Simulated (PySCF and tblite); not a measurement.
Results of a calculation; reference values are marked as such.
Molecule: C6H13N, numbered as in [CH3:1][C@H:2]1[NH:3][CH2:4][C:5]1([CH3:6])[CH3:7]; H named by carrier, a and b as here (out-of-plane angle 0°, Å):

```
C1       1.740    0.309   -1.169
C2       0.815   -0.591   -0.354
N3       1.186   -0.773    1.019
C4      -0.007   -0.229    1.592
C5      -0.537   -0.009    0.155
C6      -1.730   -0.887   -0.198
C7      -0.828    1.442   -0.191
H1a      1.266    0.590   -2.106
H1b      1.995    1.208   -0.615
H1c      2.660   -0.225   -1.393
H2       0.682   -1.536   -0.909
H3       2.007   -1.155    1.439
H4a     -0.597   -0.932    2.198
H4b      0.136    0.693    2.174
H6a     -2.616   -0.558    0.341
H6b     -1.934   -0.830   -1.266
H6c     -1.533   -1.924    0.061
H7a     -1.012    1.552   -1.257
H7b     -1.713    1.777    0.346
H7c      0.002    2.085    0.085
```

The mean out-of-plane torsion at N3 (0° is planar) is held and the rest relaxed at GFN2-xTB. Energies: PBE0/pcSseg-1 + D3(BJ). Couplings: B3LYP/6-31G* with H pcJ-1 N pcJ-1, gas phase, for ¹H, ¹⁵N. (tblite 0.8, PySCF 2.14.)

One held structure gave ¹J(N3,H3) = -81.2, ³J(H3,H4b) = -0.3, ³J(H3,H4a) = 5.6, ³J(H2,H3) = 5.3, ²J(N3,H2) = 0.7, ²J(N3,H4b) = -4.6, ²J(N3,H4a) = 0.5, ²J(H4a,H4b) = -5.7 Hz.

At which out-of-plane angle was it held?
A. 28°
B. -28°
C. -46°
D. 0°
E. 45°

A. It lies 1.33 kcal/mol above the lowest point.
